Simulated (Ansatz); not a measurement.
Ansatz (a first-principles code) input file for Si(OMe)2 (C2H6O2Si), SMILES CO[Si]OC (connectivity only; charge and spin as stated), neutral, multiplicity 1, B3LYP-D3(BJ)/def2-SVP. 

Ansatz 0.2 input:
```yaml
crystal:
  periodic: [false, false, false]
  atoms:
    - {symbol: Si, position_ang: [0.35527719, -0.07508567, 0.93441857]}
    - {symbol: O, position_ang: [-1.01662132, 0.06839108, 0.02760866]}
    - {symbol: C, position_ang: [-2.34528043, 0.14662691, 0.41136535]}
    - {symbol: H, position_ang: [-2.53073846, 1.05266860, 0.99630790]}
    - {symbol: H, position_ang: [-2.96215131, 0.17356075, -0.48943079]}
    - {symbol: H, position_ang: [-2.63313913, -0.71984421, 1.01429745]}
    - {symbol: O, position_ang: [1.48949142, -0.09397264, -0.21264558]}
    - {symbol: C, position_ang: [1.48958435, -0.02059436, -1.61025188]}
    - {symbol: H, position_ang: [2.07349189, 0.85040896, -1.91792752]}
    - {symbol: H, position_ang: [1.95569251, -0.92422984, -2.01085641]}
    - {symbol: H, position_ang: [0.47417949, 0.06709226, -2.00063611]}
basis:
  gaussian:
    orbitals: def2-SVP
hamiltonian:
  xc: b3lyp
  dispersion: d3bj
relax: {f_tol: 0.002, max_steps: 200}
```

Output:

```
WARN ansatz: RAYON_NUM_THREADS=1 ignored (pool sized by the plan → 1); use --threads N
Functional definition: B3LYP
integrals: 0.06 GiB planned
1112 factors; integrals over basis functions are off by at most 3.2e-4 eV
mean field: 0.41 GiB planned
mean field evaluation 1: about -14128.5245 eV, gradient 6.6e1 eV
mean field evaluation 2: about -14111.5028 eV, gradient 1.1e2 eV
mean field evaluation 4: about -14137.5053 eV, gradient 4.5e0 eV
mean field evaluation 8: about -14137.5673 eV, gradient 9.3e-2 eV
mean field -14137.56728253 eV, -519.5460148456 hartree, gradient 3.2e-5 eV, S^2 0.000000; 0 other end points of the search recorded, 0 dependent functions left out
the calculation of the forces begins
reference -14137.56752961 eV, -519.5460239259 hartree; 24, 24 occupied and 80, 80 virtual orbitals, 1112 factors
relax step   1: F+E_penalty+E_count = -14137.92681634 eV  Δ(F+E_penalty+E_count) = +0.000e0 eV  max|allowed force component| = 1.716e0 eV/Å  Δτ_max = 0.0000 Å  (25 SCF iters, accepted)
these checks for a lower state are left out or cut short: starts, cluster_reference, orbital_swaps, neighbouring_geometries, increment
integrals: 0.06 GiB planned
1112 factors; integrals over basis functions are off by at most 3.3e-4 eV
mean field: 0.41 GiB planned
mean field evaluation 16: about -14137.6042 eV, gradient 2.1e0 eV
mean field -14137.63374711 eV, -519.5484573741 hartree, gradient 7.5e-6 eV, S^2 0.000000; 0 other end points of the search recorded, 0 dependent functions left out
the calculation of the forces begins
reference -14137.63399519 eV, -519.5484664909 hartree; 24, 24 occupied and 80, 80 virtual orbitals, 1112 factors
relax step   2: F+E_penalty+E_count = -14137.98996793 eV  Δ(F+E_penalty+E_count) = -6.315e-2 eV  max|allowed force component| = 9.859e-1 eV/Å  Δτ_max = 0.0302 Å  (29 SCF iters, accepted)
these checks for a lower state are left out or cut short: starts, cluster_reference, orbital_swaps, neighbouring_geometries, increment
integrals: 0.06 GiB planned
1112 factors; integrals over basis functions are off by at most 3.3e-4 eV
mean field: 0.40 GiB planned
mean field -14137.65673373 eV, -519.5493021167 hartree, gradient 7.9e-6 eV, S^2 0.000000; 0 other end points of the search recorded, 0 dependent functions left out
the calculation of the forces begins
reference -14137.65698224 eV, -519.5493112493 hartree; 24, 24 occupied and 80, 80 virtual orbitals, 1112 factors
relax step   3: F+E_penalty+E_count = -14138.01137684 eV  Δ(F+E_penalty+E_count) = -2.141e-2 eV  max|allowed force component| = 1.403e-1 eV/Å  Δτ_max = 0.0248 Å  (29 SCF iters, accepted)
these checks for a lower state are left out or cut short: starts, cluster_reference, orbital_swaps, neighbouring_geometries, increment
integrals: 0.06 GiB planned
1112 factors; integrals over basis functions are off by at most 3.3e-4 eV
mean field: 0.41 GiB planned
mean field evaluation 32: about -14137.6589 eV, gradient 1.5e-1 eV
mean field -14137.65905269 eV, -519.5493873369 hartree, gradient 2.2e-5 eV, S^2 0.000000; 0 other end points of the search recorded, 0 dependent functions left out
the calculation of the forces begins
reference -14137.65930253 eV, -519.5493965184 hartree; 24, 24 occupied and 80, 80 virtual orbitals, 1112 factors
relax step   4: F+E_penalty+E_count = -14138.01688676 eV  Δ(F+E_penalty+E_count) = -5.510e-3 eV  max|allowed force component| = 1.878e-1 eV/Å  Δτ_max = 0.0998 Å  (29 SCF iters, accepted)
these checks for a lower state are left out or cut short: starts, cluster_reference, orbital_swaps, neighbouring_geometries, increment
integrals: 0.06 GiB planned
1112 factors; integrals over basis functions are off by at most 3.4e-4 eV
mean field: 0.41 GiB planned
mean field -14137.66124962 eV, -519.5494680726 hartree, gradient 1.8e-5 eV, S^2 0.000000; 0 other end points of the search recorded, 0 dependent functions left out
the calculation of the forces begins
reference -14137.66149840 eV, -519.5494772149 hartree; 24, 24 occupied and 80, 80 virtual orbitals, 1112 factors
relax step   5: F+E_penalty+E_count = -14138.01925341 eV  Δ(F+E_penalty+E_count) = -2.367e-3 eV  max|allowed force component| = 2.093e-1 eV/Å  Δτ_max = 0.0714 Å  (28 SCF iters, accepted)
these checks for a lower state are left out or cut short: starts, cluster_reference, orbital_swaps, neighbouring_geometries, increment
integrals: 0.06 GiB planned
1112 factors; integrals over basis functions are off by at most 3.4e-4 eV
[...]
these checks for a lower state are left out or cut short: starts, cluster_reference, orbital_swaps, neighbouring_geometries, increment
integrals: 0.06 GiB planned
1112 factors; integrals over basis functions are off by at most 3.6e-4 eV
mean field: 0.41 GiB planned
mean field evaluation 96: about -14137.6435 eV, gradient 2.4e0 eV
mean field -14137.69198085 eV, -519.5505974243 hartree, gradient 8.7e-5 eV, S^2 0.000000; 0 other end points of the search recorded, 0 dependent functions left out
the calculation of the forces begins
reference -14137.69222924 eV, -519.5506065527 hartree; 24, 24 occupied and 80, 80 virtual orbitals, 1112 factors
relax step  14: F+E_penalty+E_count = -14138.04912777 eV  Δ(F+E_penalty+E_count) = -2.576e-4 eV  max|allowed force component| = 5.577e-2 eV/Å  Δτ_max = 0.0538 Å  (25 SCF iters, accepted)
these checks for a lower state are left out or cut short: starts, cluster_reference, orbital_swaps, neighbouring_geometries, increment
integrals: 0.06 GiB planned
1112 factors; integrals over basis functions are off by at most 3.5e-4 eV
mean field: 0.41 GiB planned
mean field -14137.69219322 eV, -519.5506052290 hartree, gradient 2.5e-5 eV, S^2 0.000000; 0 other end points of the search recorded, 0 dependent functions left out
the calculation of the forces begins
reference -14137.69244159 eV, -519.5506143564 hartree; 24, 24 occupied and 80, 80 virtual orbitals, 1112 factors
relax step  15: F+E_penalty+E_count = -14138.04928301 eV  Δ(F+E_penalty+E_count) = -1.552e-4 eV  max|allowed force component| = 1.026e-2 eV/Å  Δτ_max = 0.0051 Å  (22 SCF iters, accepted)
these checks for a lower state are left out or cut short: starts, cluster_reference, orbital_swaps, neighbouring_geometries, increment
integrals: 0.06 GiB planned
1112 factors; integrals over basis functions are off by at most 3.5e-4 eV
mean field: 0.41 GiB planned
mean field -14137.69228730 eV, -519.5506086864 hartree, gradient 1.7e-5 eV, S^2 0.000000; 0 other end points of the search recorded, 0 dependent functions left out
the calculation of the forces begins
reference -14137.69253574 eV, -519.5506178164 hartree; 24, 24 occupied and 80, 80 virtual orbitals, 1112 factors
relax step  16: F+E_penalty+E_count = -14138.04931857 eV  Δ(F+E_penalty+E_count) = -3.557e-5 eV  max|allowed force component| = 4.015e-3 eV/Å  Δτ_max = 0.0079 Å  (23 SCF iters, accepted)
these checks for a lower state are left out or cut short: starts, cluster_reference, orbital_swaps, neighbouring_geometries, increment
integrals: 0.06 GiB planned
1112 factors; integrals over basis functions are off by at most 3.5e-4 eV
mean field: 0.41 GiB planned
mean field -14137.69237629 eV, -519.5506119566 hartree, gradient 2.6e-5 eV, S^2 0.000000; 0 other end points of the search recorded, 0 dependent functions left out
the calculation of the forces begins
reference -14137.69262488 eV, -519.5506210923 hartree; 24, 24 occupied and 80, 80 virtual orbitals, 1112 factors
relax step  17: F+E_penalty+E_count = -14138.04934182 eV  Δ(F+E_penalty+E_count) = -2.325e-5 eV  max|allowed force component| = 6.337e-3 eV/Å  Δτ_max = 0.0143 Å  (22 SCF iters, accepted)
these checks for a lower state are left out or cut short: starts, cluster_reference, orbital_swaps, neighbouring_geometries, increment
integrals: 0.06 GiB planned
1112 factors; integrals over basis functions are off by at most 3.5e-4 eV
mean field: 0.41 GiB planned
mean field -14137.69238816 eV, -519.5506123930 hartree, gradient 7.1e-6 eV, S^2 0.000000; 0 other end points of the search recorded, 0 dependent functions left out
the calculation of the forces begins
reference -14137.69263683 eV, -519.5506215311 hartree; 24, 24 occupied and 80, 80 virtual orbitals, 1112 factors
relax step  18: F+E_penalty+E_count = -14138.04935273 eV  Δ(F+E_penalty+E_count) = -1.091e-5 eV  max|allowed force component| = 5.155e-3 eV/Å  Δτ_max = 0.0094 Å  (22 SCF iters, accepted)
these checks for a lower state are left out or cut short: starts, cluster_reference, orbital_swaps, neighbouring_geometries, increment
integrals: 0.06 GiB planned
1112 factors; integrals over basis functions are off by at most 3.5e-4 eV
mean field: 0.41 GiB planned
mean field evaluation 128: about -14137.6924 eV, gradient 7.1e-4 eV
mean field -14137.69238134 eV, -519.5506121420 hartree, gradient 2.1e-5 eV, S^2 0.000000; 0 other end points of the search recorded, 0 dependent functions left out
the calculation of the forces begins
reference -14137.69263004 eV, -519.5506212816 hartree; 24, 24 occupied and 80, 80 virtual orbitals, 1112 factors
relax step  19: F+E_penalty+E_count = -14138.04936455 eV  Δ(F+E_penalty+E_count) = -1.182e-5 eV  max|allowed force component| = 2.608e-3 eV/Å  Δτ_max = 0.0125 Å  (22 SCF iters, accepted)
these checks for a lower state are left out or cut short: starts, cluster_reference, orbital_swaps, neighbouring_geometries, increment
integrals: 0.06 GiB planned
1112 factors; integrals over basis functions are off by at most 3.5e-4 eV
mean field: 0.41 GiB planned
mean field -14137.69237413 eV, -519.5506118773 hartree, gradient 8.3e-6 eV, S^2 0.000000; 0 other end points of the search recorded, 0 dependent functions left out
the calculation of the forces begins
reference -14137.69262283 eV, -519.5506210168 hartree; 24, 24 occupied and 80, 80 virtual orbitals, 1112 factors
relax step  20: F+E_penalty+E_count = -14138.04936931 eV  Δ(F+E_penalty+E_count) = -4.757e-6 eV  max|allowed force component| = 2.011e-3 eV/Å  Δτ_max = 0.0069 Å  (23 SCF iters, accepted)
these checks for a lower state are left out or cut short: starts, cluster_reference, orbital_swaps, neighbouring_geometries, increment
integrals: 0.06 GiB planned
1112 factors; integrals over basis functions are off by at most 3.5e-4 eV
mean field: 0.41 GiB planned
mean field -14137.69236276 eV, -519.5506114593 hartree, gradient 5.4e-5 eV, S^2 0.000000; 0 other end points of the search recorded, 0 dependent functions left out
the calculation of the forces begins
reference -14137.69261145 eV, -519.5506205984 hartree; 24, 24 occupied and 80, 80 virtual orbitals, 1112 factors
relax step  21: F+E_penalty+E_count = -14138.04937017 eV  Δ(F+E_penalty+E_count) = -8.629e-7 eV  max|allowed force component| = 8.711e-4 eV/Å  Δτ_max = 0.0019 Å  (20 SCF iters, accepted)
integrals: 0.06 GiB planned
1112 factors; integrals over basis functions are off by at most 3.5e-4 eV
mean field: 0.41 GiB planned
mean field -14137.69236276 eV, -519.5506114593 hartree, gradient 5.4e-5 eV, S^2 0.000000; 1 other end points of the search recorded, 0 dependent functions left out
the calculation of the forces begins
reference -14137.69261145 eV, -519.5506205984 hartree; 24, 24 occupied and 80, 80 virtual orbitals, 1112 factors
Total energy: -14138.04961886 eV, -519.5637403788 hartree
Atom 0 at     0.278030    -0.549363     0.866439 Å, force    -0.000784    -0.000048    -0.000451 eV/Å
Atom 1 at    -1.017069     0.047327    -0.030989 Å, force     0.000574    -0.000545     0.000223 eV/Å
Atom 2 at    -2.348462     0.173884     0.411755 Å, force    -0.000439     0.000681     0.000848 eV/Å
Atom 3 at    -2.666712     1.228535     0.354247 Å, force    -0.000147    -0.000168    -0.000078 eV/Å
Atom 4 at    -3.018789    -0.419345    -0.232944 Å, force     0.000615     0.000001     0.000107 eV/Å
Atom 5 at    -2.483669    -0.169076     1.455472 Å, force    -0.000233    -0.000070    -0.000467 eV/Å
Atom 6 at     1.495831    -0.409855    -0.253960 Å, force     0.000691     0.000088    -0.000420 eV/Å
Atom 7 at     1.513021     0.062728    -1.587777 Å, force    -0.000160     0.000558    -0.000404 eV/Å
Atom 8 at     2.217500     0.907245    -1.668182 Å, force    -0.000582    -0.000835    -0.000059 eV/Å
Atom 9 at     1.865276    -0.740180    -2.256523 Å, force    -0.000337     0.000640     0.000871 eV/Å
Atom 10 at     0.514828     0.393123    -1.915290 Å, force     0.000802    -0.000302    -0.000170 eV/Å
Dipole moment:    -0.286944     0.124583    -0.177012 e Å
```

Self-consistency was reached.
